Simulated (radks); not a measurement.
All-electron atom: the nitrogen anion N- in [He] 2s2 2p4. All-electron calculation, scalar-relativistic Kohn-Sham, LDA (Slater exchange, VWN5 correlation), spin-polarised, spherical densities, finite nucleus; open shells are filled with parallel spins first; Fermi nuclear charge, rms radius 2.5582 fm; Watson sphere of charge +1 and radius 1.92 bohr. Program: a radial shooting solver on a logarithmic mesh with Libxc functionals. Some entries of the table are withheld. Estimate them.

orbital,occ.,eigenvalue (eV),<r> (bohr)
1s up,1,-378.5113,0.2316
1s down,1,-377.4601,0.2310
2s up,1,(1),(2)
2s down,1,(3),(4)
2p up,3,-8.0415,(5)
2p down,1,-5.7697,(6)

Answer. 
(1) 2s up eigenvalue (eV): -19.2025
(2) 2s up <r> (bohr): 1.361
(3) 2s down eigenvalue (eV): -16.7019
(4) 2s down <r> (bohr): 1.404
(5) 2p up <r> (bohr): 1.536
(6) 2p down <r> (bohr): 1.686
